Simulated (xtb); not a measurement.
C$_{8}$H$_{10}$, charge +1, quartet, at a GFN2-xTB geometry of the parent state (a state made from the parent by changing its charge; the spin is typed, not shown lowest); GFN2-xTB run with xtb 6.7.1.

Here is a job for xtb.
```
$ xtb mol.xyz --gfn 2 --chrg 1 --uhf 3 --json

# file mol.xyz
18

C      2.90010343     0.10407050     0.07787277
C      1.40316491     0.03832036     0.03106845
C      0.69680774     0.62920730    -1.00842597
C     -0.68465728     0.58487718    -1.04300050
C     -1.40253119    -0.05177108    -0.03913414
C     -2.90108119    -0.08331770    -0.06542841
C     -0.69623188    -0.64142983     1.00109676
C      0.68523148    -0.59706443     1.03569245
H      3.31899475     0.12674528    -0.92572707
H      3.21787642     1.01005545     0.59561790
H      3.30982381    -0.74990579     0.61248457
H      1.23551140     1.12768548    -1.80226716
H     -1.21364435     1.04918714    -1.86364012
H     -3.27853436    -0.98551728     0.41076665
H     -3.30198950     0.77524528     0.47493309
H     -3.27255782    -0.04106511    -1.08678823
H     -1.23473299    -1.14420713     1.79236000
H      1.21441655    -1.06557715     1.85381189
```

What the program printed (banner, timings and long lists left out):

```
   ID    Z sym.   atoms
    1    6 C      1-8
    2    1 H      9-18

           -------------------------------------------------
          |                Calculation Setup                |
           -------------------------------------------------

           -------------------------------------------------
          |                 G F N 2 - x T B                 |
           -------------------------------------------------

          ...................................................
          :                      SETUP                      :
          :.................................................:
          :  # basis functions                  42          :
          :  # atomic orbitals                  42          :
          :  # shells                           26          :
          :  # electrons                        41          :
          :  max. iterations                   250          :
          :  Hamiltonian                  GFN2-xTB          :
          :  restarted?                      false          :
          :  GBSA solvation                  false          :
          :  PC potential                    false          :
          :  electronic temp.          300.0000000     K    :
          :  accuracy                    1.0000000          :
          :  -> integral cutoff          0.2500000E+02      :
          :  -> integral neglect         0.1000000E-07      :
          :  -> SCF convergence          0.1000000E-05 Eh   :
          :  -> wf. convergence          0.1000000E-03 e    :
          :  Broyden damping             0.4000000          :
          :  net charge                          1          :
          :  unpaired electrons                  3          :
          ...................................................

 iter      E             dE          RMSdq      gap      omega  full diag
   1    -21.9286718 -0.219287E+02  0.398E+00    0.22       0.0  T
   2    -21.9066422  0.220296E-01  0.329E+00    0.27       1.0  T
   3    -21.8941006  0.125415E-01  0.242E+00    0.56       1.0  T
   4    -21.9540161 -0.599155E-01  0.142E+00    0.02       1.0  T
   5    -21.9647168 -0.107007E-01  0.909E-01    0.14       1.0  T
   6    -21.9674644 -0.274765E-02  0.708E-01    0.11       1.0  T
   7    -21.9684268 -0.962368E-03  0.619E-01    0.10       1.0  T
   8    -21.9683644  0.624230E-04  0.629E-01    0.01       1.0  T
   9    -21.9706296 -0.226520E-02  0.121E-01    0.04       1.0  T
  10    -21.9707005 -0.709546E-04  0.520E-02    0.04       1.0  T
  11    -21.9707173 -0.167628E-04  0.927E-03    0.05       2.5  T
  12    -21.9707178 -0.554390E-06  0.622E-04    0.05      37.9  T
  13    -21.9707178  0.427253E-08  0.967E-04    0.05      24.4  T

   *** convergence criteria satisfied after 13 iterations ***

         :::::::::::::::::::::::::::::::::::::::::::::::::::::
         ::                     SUMMARY                     ::
         :::::::::::::::::::::::::::::::::::::::::::::::::::::
         :: total energy             -21.557350145408 Eh    ::
         :: gradient norm              0.131911027377 Eh/a0 ::
         :: HOMO-LUMO gap              0.048466178376 eV    ::
         ::.................................................::
         :: SCC energy               -21.970710877349 Eh    ::
         :: -> isotropic ES            0.082580621967 Eh    ::
         :: -> anisotropic ES         -0.016263614678 Eh    ::
         :: -> anisotropic XC          0.017234663562 Eh    ::
         :: -> dispersion             -0.011605081531 Eh    ::
         :: repulsion energy           0.413360731941 Eh    ::
         :: add. restraining           0.000000000000 Eh    ::
         :: total charge               1.000000000000 e     ::
         :::::::::::::::::::::::::::::::::::::::::::::::::::::

           -------------------------------------------------
          |                Property Printout                |
           -------------------------------------------------

    * Orbital Energies and Occupations

         #    Occupation            Energy/Eh            Energy/eV
      -------------------------------------------------------------
         1        2.0000           -0.8466485             -23.0385
       ...           ...                  ...                  ...
        10        2.0000           -0.6875880             -18.7102
        11        2.0000           -0.6743410             -18.3498
        12        2.0000           -0.6625875             -18.0299
        13        2.0000           -0.6619420             -18.0124
        14        2.0000           -0.6548535             -17.8195
        15        2.0000           -0.6372600             -17.3407
        16        2.0000           -0.6299633             -17.1422
        17        2.0000           -0.6230514             -16.9541
        18        2.0000           -0.6136095             -16.6972
        19        1.8123           -0.6020081             -16.3815
        20        1.1877           -0.5992246             -16.3057
        21        1.0000           -0.5779666             -15.7273
        22        0.7186           -0.4152625             -11.2999 (HOMO)
        23        0.2814           -0.4134814             -11.2514 (LUMO)
        24                         -0.2860389              -7.7835
        25                         -0.0818467              -2.2272
        26                         -0.0743933              -2.0243
        27                         -0.0292378              -0.7956
        28                         -0.0218965              -0.5958
        29                         -0.0128698              -0.3502
        30                          0.0019111               0.0520
        31                          0.0297257               0.8089
        32                          0.0332718               0.9054
        33                          0.0599081               1.6302
       ...                                ...                  ...
        42                          0.4627185              12.5912
      -------------------------------------------------------------
                  HL-Gap            0.0017811 Eh            0.0485 eV
             Fermi-level           -0.5074941 Eh          -13.8096 eV

     #   Z          covCN         q      C6AA      α(0)
     1   6 C        3.757    -0.134    23.121     6.856
     2   6 C        2.966     0.070    26.441     8.434
     3   6 C        2.924    -0.008    28.220     8.712
     4   6 C        2.924    -0.007    28.202     8.709
     5   6 C        2.966     0.070    26.441     8.434
     6   6 C        3.757    -0.134    23.121     6.856
     7   6 C        2.924    -0.008    28.220     8.712
     8   6 C        2.924    -0.007    28.202     8.709
     9   1 H        0.925     0.113     1.672     2.022
    10   1 H        0.924     0.146     1.418     1.862
    11   1 H        0.925     0.111     1.688     2.032
    12   1 H        0.926     0.105     1.742     2.064
    13   1 H        0.926     0.105     1.742     2.064
    14   1 H        0.925     0.113     1.672     2.022
    15   1 H        0.924     0.146     1.418     1.862
    16   1 H        0.925     0.111     1.688     2.032
    17   1 H        0.926     0.105     1.742     2.064
    18   1 H        0.926     0.105     1.742     2.064

 Mol. C6AA /au·bohr⁶  :       2909.455962
 Mol. C8AA /au·bohr⁸  :      70586.733913
 Mol. α(0) /au        :         85.510720

Wiberg/Mayer (AO) data.
largest (>0.10) Wiberg bond orders for each atom

 ---------------------------------------------------------------------------
     #   Z sym  total        # sym  WBO       # sym  WBO       # sym  WBO
 ---------------------------------------------------------------------------
     1   6 C    3.957 --     2 C    1.111    11 H    0.947     9 H    0.943
                            10 H    0.871
     2   6 C    3.730 --     8 C    1.212     3 C    1.208     1 C    1.111
     3   6 C    3.520 --     2 C    1.208     4 C    1.152    12 H    0.939
     4   6 C    3.523 --     5 C    1.212     3 C    1.152    13 H    0.939
     5   6 C    3.730 --     4 C    1.212     7 C    1.208     6 C    1.111
     6   6 C    3.957 --     5 C    1.111    16 H    0.947    14 H    0.943
                            15 H    0.871
     7   6 C    3.520 --     5 C    1.208     8 C    1.152    17 H    0.939
     8   6 C    3.523 --     2 C    1.212     7 C    1.152    18 H    0.939
     9   1 H    0.976 --     1 C    0.943
    10   1 H    0.956 --     1 C    0.871
    11   1 H    0.977 --     1 C    0.947
    12   1 H    0.965 --     3 C    0.939
    13   1 H    0.965 --     4 C    0.939
    14   1 H    0.976 --     6 C    0.943
    15   1 H    0.956 --     6 C    0.871
    16   1 H    0.977 --     6 C    0.947
    17   1 H    0.965 --     7 C    0.939
    18   1 H    0.965 --     8 C    0.939
 ---------------------------------------------------------------------------

Topologies differ in total number of bonds
Writing topology from bond orders to xtbtopo.mol

molecular dipole:
                 x           y           z       tot (Debye)
 q only:       -0.006       0.131       0.078
   full:       -0.007       0.143       0.086       0.425
molecular quadrupole (traceless):
                xx          xy          yy          xz          yz          zz
 q only:       18.867       1.137     -11.680       0.707      -4.205      -7.187
  q+dip:       18.482       1.211     -12.541       0.713      -6.182      -5.940
   full:       17.564       1.079     -11.004       0.645      -4.162      -6.559

           -------------------------------------------------
          | TOTAL ENERGY              -21.557350145408 Eh   |
          | GRADIENT NORM               0.131911027377 Eh/α |
          | HOMO-LUMO GAP               0.048466178376 eV   |
           -------------------------------------------------

normal termination of xtb
```
